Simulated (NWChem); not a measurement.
Species: C3H6OSi; SMILES C(=C=C)O[SiH3]

```xyz
11

C      0.1904     3.0884    -0.1200
C     -0.0971     1.8249     0.0560
C     -0.4280     0.5682     0.2524
O      0.4574    -0.4613     0.2014
Si     0.0584    -2.0626    -0.0951
H      0.5135     3.7250     0.7128
H      0.1262     3.5604    -1.1081
H     -1.4694     0.3142     0.5013
H      1.2618    -2.8557     0.2630
H     -1.1097    -2.4527     0.7533
H     -0.2952    -2.2707    -1.5309
```
Atoms are numbered in this order, from 1.

All runs: NWChem. Pople sets run with spherical d functions. All runs use the structure optimised with PBE0/def2-SVP. B3LYP is NWChem's, with the RPA form of VWN correlation. GIAO values for the isolated, static molecule; σ is the absolute isotropic shielding, δ = σ(reference) − σ with the isolated reference molecule computed at the same levels (13C: tetramethylsilane, 1H: tetramethylsilane, 17O: water, 29Si: tetramethylsilane).

For level KT2/pcSseg-1:

δ C2 (ppm): 206.5
δ C3 (ppm): 118.1
δ O4 (ppm): 63.6
δ Si5 (ppm): -25.9
δ H7 (ppm): 5.54
δ H8 (ppm): 6.71

**Question.** How do the values read with level B3LYP/6-31G* instead?

**Answer.** The δ C2 (ppm) comes out as 196.9, the δ C3 (ppm) comes out as 111.5 and the δ O4 (ppm) is 40.4. The δ Si5 (ppm) is -5.8, the δ H7 (ppm) is 5.12 and the δ H8 (ppm) comes out as 6.33.
